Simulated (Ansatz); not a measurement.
Relaxation of H4O3Sn (8 atoms, charge 0, multiplicity 1), to a largest force component of 0.02 eV/Å in at most 40 steps.

Method: Ansatz, RKS B3LYP/def2-SVP.

```xyz
8
Properties=species:S:1:pos:R:3:forces:R:3
Sn 0.000 0.000 0.000 0.17 0.20 1.32
H 0.000 0.000 1.740 0.00 0.01 -0.17
O 1.848 0.000 -0.653 0.99 -1.69 -0.52
H 2.165 -0.952 -0.769 -0.55 1.75 0.13
O -0.923 1.599 -0.653 -1.95 0.03 -0.69
H -1.881 1.369 -0.875 1.76 0.45 0.31
O -0.923 -1.599 -0.653 -1.23 -1.52 1.09
H -1.378 -2.065 0.120 0.81 0.78 -1.46
```

Problem. Where does it end, and by what steps?

Solution. The forces met the threshold. The force dipped under the threshold on the way, but the program's further checks kept it going. After 31 steps the energy has fallen by 0.329 eV; H6 moved furthest, 0.97 Å.

```tsv
step	energy less start (eV)	largest force component (eV/Å)	accepted
0	0.0000	1.948	yes
2	-0.1381	1.796	no
4	-0.2501	0.244	yes
6	-0.2852	0.336	yes
8	-0.1533	3.094	no
10	-0.3135	0.463	yes
12	-0.3170	0.075	no
14	-0.3203	0.322	yes
16	-0.3223	0.021	yes
18	-0.3119	1.051	no
20	-0.3235	0.102	yes
22	-0.3255	0.019	yes
24	-0.3154	0.458	no
26	-0.3280	0.043	yes
28	-0.3284	0.035	yes
30	-0.3285	0.049	yes
31	-0.3287	0.005	yes
```

```xyz
8
Properties=species:S:1:pos:R:3
Sn -0.047 -0.095 0.343
H 0.205 0.229 1.997
O 1.630 0.079 -0.710
H 1.789 -0.721 -1.233
O -1.373 1.154 -0.455
H -1.016 1.565 -1.256
O -0.728 -1.939 0.040
H -1.552 -1.919 -0.469
```

Run time: 72 s on 2 threads of Arm Neoverse V2, on a shared host, peak memory 0.18 GiB.
